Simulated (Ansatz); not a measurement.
Cost and result for the atomization energy of BH6InOSi (10 atoms, 9 bonds).

```xyz
10

B     0.575   -0.212   -0.678
In   -0.993    1.123   -2.035
Si   -0.826    0.110    0.887
O     1.618   -1.024   -0.174
H     0.941    0.941   -1.113
H     0.034   -0.776   -1.663
H    -1.904    1.159    0.879
H    -1.514   -1.160    1.248
H     0.054    0.503    2.029
H     2.016   -0.663    0.621
```

Charge 0, multiplicity 1. Correlated methods include outer-core shells of In, which these sets cover unevenly. In: def2 effective core potential. The bonds changed during the relaxation, so this is another structure than the one it started from. The structure was optimised at the PBE0-D4/def2-TZVP level. It is one conformer, not always the lowest. Program: Ansatz. All runs use 4 threads of an Arm Neoverse V2 on a shared host. Times are those of one run each, without the atoms' runs, and a repeat can differ threefold. Electronic energies, without spin–orbit coupling; frozen cores. CCSD(T)/CBS adds CCSD(T) − MP2 in def2-TZVPP to the MP2 limit, and its time is that of the two runs behind it. T1 = 0.016. With those shells the extrapolation isn't a true limit. HSE06 is the plane-wave form, built on full-range PBE exchange.

CCSD(T)/CBS is a level of theory with its own doubt, some kJ/mol a heavy atom from the limit and from the frozen cores, so smaller differences don't rank the functionals.

```tsv
level	functions	wall time	atomization (kJ/mol)	difference from CCSD(T)/CBS	per bond
PBE-D4/def2-TZVPP (with forces)	238	2.4 s	3077.4	20.2	2.2
PBE0-D4/def2-TZVPP	238	3.6 s	3031.0	-26.2	-2.9
HSE06-D4/def2-TZVPP	238	3.6 s	3032.7	-24.5	-2.7
BHLYP-D4/def2-TZVPP	238	4.2 s	2971.2	-86.0	-9.6
CAM-B3LYP-D4/def2-TZVPP	238	4.3 s	3051.2	-6.0	-0.7
CCSD(T)/def2-SVP	102	4.6 s	2855.7	-201.5	-22.4
r2SCAN-D4/def2-TZVPP (with forces)	238	4.9 s	3068.6	11.4	1.3
r2SCANh-D4/def2-TZVPP	238	5.5 s	3049.4	-7.8	-0.9
ωB97X-V/def2-TZVPP	238	8 s	3053.1	-4.1	-0.5
B97M-V/def2-TZVPP	238	11 s	3076.6	19.4	2.2
MP2/def2-QZVPP	446	17 s	3042.5	-14.7	-1.6
CCSD(T)/def2-TZVPP	238	2.1 min	2976.8	-80.4	-8.9
CCSD(T)/CBS(def2)	–	2.4 min	3057.2	0.0	0.0
```

From r2SCAN to r2SCAN0 (25 % exact exchange), in def2-TZVPP and without D4, the atomization energy moves by −47.4 kJ/mol: exact exchange takes away binding that semilocal exchange gives to molecules. At CCSD(T), def2-SVP lies −201.5 kJ/mol from the extrapolated value and def2-TZVPP −80.4 kJ/mol: correlation converges slowly with the basis, and small sets miss more of it in the bonded molecule than in its fragments. The D4 term adds +37.5 kJ/mol with B3LYP and +19.5 kJ/mol with PBE0; it sums over pairs of atoms, weighted by their polarisabilities, and B3LYP, whose exchange is more repulsive, gets the larger term.

B3LYP here is the variant with VWN-RPA as its local correlation; programs differ in this.

Spin–orbit coupling would lower the free In atoms strongly, and the atomization energy with them, by more than many differences here.
